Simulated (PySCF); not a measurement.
CH7ClO2Si2, SMILES OC[SiH2]O[SiH2]Cl. Geometry: PBE-D3(BJ)/def2-SVP. The structure was generated by enumeration, and PubChem lists no compound with its InChIKey, so it may never have been made. Other conformers were not sampled.

Computed equilibrium geometry at PBE-D3(BJ)/def2-SVP (PySCF confirms it by a frequency run) as bond lengths and angles (one conformer of several):
Atoms: O1 C2 Si3 O4 Si5 Cl6 H7 H8 H9 H10 H11 H12 H13. Bonds (Å): O1–C2 1.432, O1–H7 0.979, C2–Si3 1.903, C2–H8 1.114, C2–H9 1.115, Si3–O4 1.696, Si3–H10 1.503, Si3–H11 1.503, O4–Si5 1.653, Si5–Cl6 2.110, Si5–H12 1.496, Si5–H13 1.493. Bond angles (°): C2–O1–H7 106.9, O1–C2–Si3 108.3, O1–C2–H8 108.9, O1–C2–H9 112.6, Si3–C2–H8 110.2, Si3–C2–H9 110.7, H8–C2–H9 106.0, C2–Si3–O4 107.6, C2–Si3–H10 110.0, C2–Si3–H11 113.5, O4–Si3–H10 108.4, O4–Si3–H11 107.0, H10–Si3–H11 110.1, Si3–O4–Si5 138.5, O4–Si5–Cl6 110.1, O4–Si5–H12 112.8, O4–Si5–H13 108.4, Cl6–Si5–H12 106.7, Cl6–Si5–H13 105.8, H12–Si5–H13 112.8.
